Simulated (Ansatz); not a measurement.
An input for GeH3F (fluorogermane)

GeH3F has 5 atoms, charge 0, and is taken as a singlet. SMILES: `[F][GeH3]`. Geometry: optimised at wB97M-V/def2-TZVPD.

```xyz
5

F    -1.0472    0.4747    1.1629
Ge    0.0716   -0.0433   -0.0765
H     1.3270   -0.5104    0.6563
H    -0.6256   -1.1742   -0.8288
H     0.3242    1.1795   -0.9552
```

Settings wanted:

```yaml
basis_set: def2-TZVPD
core_potential: none
integral_approximation: automatic
temperatures: (298.15, 298.15, 1) K
task: frequencies
method: DFT
functional: wB97M-V
dispersion: none
reference: RKS
relativity: none
accuracy: medium
```

**Question.** Give an Ansatz 0.2.0 job that does this.

**Answer.** This one ran through:

job.yaml:
```yaml
crystal:
  periodic: [false, false, false]
  atoms:
    - {symbol: F, position_ang: [-1.047217, 0.474723, 1.162934]}
    - {symbol: Ge, position_ang: [0.071635, -0.043297, -0.076507]}
    - {symbol: H, position_ang: [1.326998, -0.510430, 0.656258]}
    - {symbol: H, position_ang: [-0.625579, -1.174224, -0.828835]}
    - {symbol: H, position_ang: [0.324163, 1.179528, -0.955150]}
basis:
  gaussian:
    orbitals: def2-TZVPD
total_charge: 0
hamiltonian:
  xc: {name: wB97M-V}
phonons:
  temperatures:
    t_min: 298.15
    t_max: 298.15
    t_step: 1
```

```bash
$ ansatz run job.yaml --threads 1 --pin off --max-ram 3480MiB --events-out events.jsonl --progress --plain --runs-dir runs
```

Calculated total energy: -2178.56534 Eh, largest force 0.001 eV/Å.
